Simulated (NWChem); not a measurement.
C3H7O2, doublet; SMILES CC(O)C[O]

```xyz
12

C      1.4085     0.6355     0.1245
C     -0.0216     0.4357    -0.3387
O     -0.8845     1.4634     0.0858
C     -0.6231    -0.8486     0.2254
O      0.0296    -1.9879    -0.0643
H      1.8595     1.5285    -0.3373
H      1.4419     0.7588     1.2189
H      2.0204    -0.2362    -0.1514
H     -0.0309     0.3416    -1.4450
H     -0.5447     2.3016    -0.2421
H     -0.6914    -0.7626     1.3390
H     -1.6959    -0.9321    -0.0679
```
Atoms are numbered in this order, from 1.

Computed with NWChem. Pople sets run with spherical d functions. Spin-unrestricted. All runs use the structure optimised with PBE0/def2-SVP, spin-unrestricted. No frequency run checked for a minimum. No stability test was run on the SCF state. Vzz is the largest principal value of the second derivative of the potential at the nucleus (NWChem prints the opposite sign); η is the asymmetry. Non-relativistic.

### Question
What does the run give for PBE/6-31G*? Quantities: Vzz O3 (a.u.); η O3; Vzz O5 (a.u.); η O5.

### Answer
```yaml
Vzz O3 (a.u.): -1.777
"η O3": 0.85
Vzz O5 (a.u.): -2.242
"η O5": 0.46
```
